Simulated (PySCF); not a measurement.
## Unknown compound

Molecular formula: C₅H₁₀FNSi₂. Simulated spectra:

1H NMR (600 MHz, computed): δ 6.53 (m, 1H), 5.39 (m, 2H), 4.84 (s, 3H), 4.40 (d, 1H), 2.14 (s, 3H).

13C{1H} NMR (computed): δ 154.7 (CH), 91.1 (C), 90.7 (CH), 83.9 (C), 5.8 (CH3).

Level of theory: GIAO PBE0/pcSseg-1 shieldings, geometry from GFN2-xTB, in PySCF (fast rotation and ring inversion assumed for equivalent nuclei, in vacuum, one computed conformer, non-relativistic).

References, each an isolated molecule treated in the same way: 1H (σ = 31.72 ppm), 13C (σ = 186.93 ppm) vs TMS.

Task: What is the structure?

Result: 
1. The formula gives 3 degrees of unsaturation (no ring in the answer).
2. 5 carbon signals for 5 carbons: no two carbons are equivalent.
3. Carbon types of the structure: 2 × C, 2 × CH, 1 × CH3, leaving 5 H on heteroatoms.
4. δC 154.7: alkene carbon bearing nitrogen; an sp2 carbon further deshielded by the attached heteroatom.
5. δC 91.1, 83.9: alkyne carbon; the triple bond shields along its axis, which puts it between sp3 and sp2 carbons.
6. δC 90.7: β carbon of an enol-ether or enamine type C=C; the O or N lone pair pushes π density onto this β carbon and shields it.
7. δC 5.8: propargylic methyl carbon; saturated and bonded to C and H only.
8. δH 6.53: hydrogen on an alkene carbon bearing nitrogen; attached to an sp2 carbon and in the plane of the double bond.
9. δH 4.40: hydrogen on a β carbon of an enol-ether or enamine type C=C; lone-pair donation from O or N shields it, upfield of ordinary alkene protons.
10. δH 2.14: hydrogen on a propargylic methyl carbon.

These data were computed for `InChI=1S/C5H10FNSi2/c1-2-3-4-5-7(8)9-6/h4-5H,9H2,1,8H3/b5-4+`.

This is the structure that produced the data.

Splittings by 19F in the carbon and heteronuclear signals aren't shown, as no couplings were computed. Shifts are as computed. Against solution values, carbons near 30 ppm lie about +3 ppm off and those near 130 ppm about +5 ppm. Of 1211 compounds with measured shifts, 218 miss one by over three times the rms of a fit or turn the order of signals round; such compounds aren't used in these exercises. Multiplicities follow the n + 1 count of equivalent neighbours, as no J values were calculated; m marks all less simple cases, F and P coupling included.
